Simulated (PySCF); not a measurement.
CH10O2Si3.

```xyz
16

Si    -0.0716    -0.9180    -0.7055
C      0.1959    -2.6364    -0.0451
O      1.3225    -0.0265    -0.5691
Si     2.1261     1.0640     0.3903
O     -1.2655    -0.1929     0.1924
Si    -2.1753     1.1761     0.4288
H     -0.4578    -0.9086    -2.1402
H      0.4648    -2.5995     1.0228
H     -0.7189    -3.2418    -0.1477
H      1.0091    -3.1425    -0.5894
H      3.4006     1.4333    -0.2819
H      1.2961     2.2882     0.5880
H      2.4267     0.4696     1.7257
H     -3.5565     0.7756     0.8130
H     -1.5793     1.9942     1.5223
H     -2.2265     1.9942    -0.8188
```
Charge 0, spin multiplicity 1.

Geometry: B3LYP-D3(BJ)/def2-SVP. The values are those of a single conformer.

The numbers are results of PySCF with HF/pcSseg-1, not measurements. Non-relativistic, no solvent.

Computed absolute GIAO shielding of each atom: isotropic value and principal components (ppm):
| atom | σ(iso) | σ11 | σ22 | σ33 | span |
|---|---|---|---|---|---|
| Si1 | 420.0 | 389.1 | 406.1 | 464.8 | 75.8 |
| C2 | 189.4 | 183.3 | 189.0 | 196.0 | 12.7 |
| O3 | 304.8 | 275.6 | 295.2 | 343.7 | 68.1 |
| Si4 | 439.4 | 407.4 | 416.0 | 494.7 | 87.4 |
| O5 | 305.3 | 268.6 | 307.3 | 340.1 | 71.5 |
| Si6 | 437.9 | 403.9 | 415.7 | 494.0 | 90.1 |
| H7 | 27.5 | 24.5 | 24.7 | 33.1 | 8.6 |
| H8 | 31.3 | 27.1 | 29.4 | 37.4 | 10.4 |
| H9 | 31.5 | 26.9 | 28.7 | 38.7 | 11.8 |
| H10 | 31.5 | 27.0 | 28.7 | 38.8 | 11.8 |
| H11 | 27.2 | 23.9 | 25.1 | 32.6 | 8.7 |
| H12 | 27.1 | 23.3 | 26.7 | 31.4 | 8.1 |
| H13 | 27.2 | 23.9 | 25.8 | 31.9 | 8.0 |
| H14 | 27.2 | 23.8 | 25.3 | 32.6 | 8.8 |
| H15 | 27.1 | 23.6 | 26.1 | 31.7 | 8.0 |
| H16 | 27.1 | 24.0 | 25.5 | 31.9 | 7.8 |
